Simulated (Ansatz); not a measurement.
Consider the substitution at a C–O bond: `COBCCl` + `C[NH][SnH2][OH]` → `C[NH][SnH2][O]C` + `OBCCl`.

Program: Ansatz. Geometries: PBE0-D4/def2-TZVP. ΔE: electronic, gas phase. CCSD(T)/CBS is the MP2 limit (def2-TZVPP, def2-QZVPP) plus CCSD(T) − MP2 in def2-TZVPP, frozen cores. DFT in def2-TZVPP. def2 core potentials past Kr. For Sn outer-core shells are correlated without core-valence functions, which leaves a few kJ/mol of doubt a bond. One conformer a species, not always the lowest.

`COBCCl`:

Cartesian coordinates in Å:
```
C 0.029 1.051 -1.654
O -0.462 0.190 -0.645
B 0.320 -0.273 0.340
C -0.344 -1.165 1.455
Cl -0.278 -0.154 2.940
H 1.102 1.227 -1.539
H -0.504 2.002 -1.596
H -0.166 0.598 -2.628
H 1.488 0.008 0.379
H 0.206 -2.081 1.676
H -1.391 -1.401 1.271
```

`C[NH][SnH2][OH]`:

Z-matrix (Å, degrees):
```
C
N 1 1.451
H 1 1.098 2 114.6
H 1 1.095 2 110.4 3 122.1
H 1 1.094 2 109.7 3 -120.6
Sn 2 2.011 1 120.9 3 75.2
H 2 1.010 1 112.0 3 -64.7
O 6 1.977 2 112.0 1 -56.7
H 6 1.697 2 108.5 1 55.4
H 6 1.707 2 106.9 1 -176.4
H 8 0.960 6 113.5 2 -68.7
```

`C[NH][SnH2][O]C`:

Z-matrix (Å, degrees):
```
C
N 1 1.450
H 1 1.095 2 110.5
H 1 1.093 2 109.7 3 117.2
H 1 1.099 2 114.7 3 -121.8
Sn 2 2.012 1 120.9 3 -161.7
H 2 1.009 1 112.5 3 56.9
O 6 1.965 2 104.1 1 74.0
H 6 1.705 2 115.3 1 -36.7
H 6 1.708 2 107.0 1 -168.7
C 8 1.405 6 119.3 2 54.7
H 11 1.094 8 108.3 6 -170.5
H 11 1.100 8 112.2 6 70.8
H 11 1.098 8 112.6 6 -51.2
```

`OBCCl`:

Cartesian coordinates in Å:
```
O -1.165 0.335 -1.204
B -0.573 -0.524 -0.364
C 0.601 -0.089 0.593
Cl 1.027 1.641 0.418
H -0.776 1.219 -1.133
H -0.958 -1.659 -0.349
H 1.506 -0.668 0.397
H 0.338 -0.255 1.641
```

Is it downhill or uphill in electronic energy at CCSD(T)/CBS, and by how much? (Best estimate.)

Ansatz gave: Downhill: ΔE = -4.0 kJ/mol.

What do these levels give: B2PLYP, HF/def2-TZVPP, SCS-MP2/def2-TZVPP, HF/def2-QZVPP, MP2/CBS(def2), CCSD/CBS(def2)? (Best estimate.)

The calculation gave: B2PLYP -0.2, HF/def2-TZVPP 3.5, SCS-MP2/def2-TZVPP -0.2, HF/def2-QZVPP 3.6, MP2/CBS(def2) -4.4, CCSD/CBS(def2) -3.2 kJ/mol.

Largest T1 diagnostic among the species: 0.013.

In def2-TZVPP, CCSD(T) changes the Hartree–Fock value by −5.7 kJ/mol (the triples alone add −0.8 kJ/mol) and MP2 by −6.2 kJ/mol. The D4 term adds −4.3 kJ/mol with B3LYP and −2.3 kJ/mol with PBE0; it sums over pairs of atoms, weighted by their polarisabilities, and B3LYP, whose exchange is more repulsive, gets the larger term.

B3LYP here is the variant with VWN-RPA as its local correlation; programs differ in this.
